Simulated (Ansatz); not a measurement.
Species: sum formula SiN$_{2}$H$_{4}$Br$_{2}$, net charge 0, singlet state. 
Geometry from a B3LYP-D3(BJ)/def2-TZVP (Ansatz, a quantum-chemistry and plane-wave program) optimisation:
```xyz
9

Si     0.0041    -0.7417     0.0331
Br    -0.0880     0.5217    -1.8171
Br     0.0815     0.6825     1.7634
N      1.3802    -1.7114     0.2187
N     -1.3613    -1.7390    -0.0647
H      1.5669    -2.4490    -0.4435
H      2.2213    -1.3352     0.6254
H     -2.2063    -1.4098    -0.5029
H     -1.5403    -2.4167     0.6607
```
Charge 0, spin multiplicity 1.

Basis-set convergence of Hartree-Fock and CCSD(T) correlation energies (hartree) with Ansatz. Valence correlation only, unless marked. No spin-orbit coupling. Frozen are the shells of the preceding noble gas and the d and f shells that filled before the atom's block. No relativistic terms.

```tsv
basis	functions	E(HF)	E(corr, CCSD(T))	rough core time
def2-SVP	130	-5544.36064	-0.73124	under 20 s
def2-TZVPP	256	(withheld)	(withheld)	2.3 min
```

Fill in the missing entries.


- def2-TZVPP, E(HF): -5545.24089
- def2-TZVPP, E(corr, CCSD(T)): -0.94541
